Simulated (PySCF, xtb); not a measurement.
B(F)(Me)(NH2) (CH5BFN), SMILES CB(N)F.

GFN2-xTB run with xtb 6.7.1 at its own geometry gives an orbital gap of 6.90 eV and a dipole moment of 2.64 D.

Coordinates come from a ωB97X-D3(BJ)/def2-SVP optimisation. One conformer was computed; it need not be the lowest.

Q: What does PySCF with PBE/def2-TZVPD give? (The exact figures need the calculation; the answer reports its results.)

A: gap 6.26 eV (levels -6.87 and -0.60 eV), dipole 2.13 D.
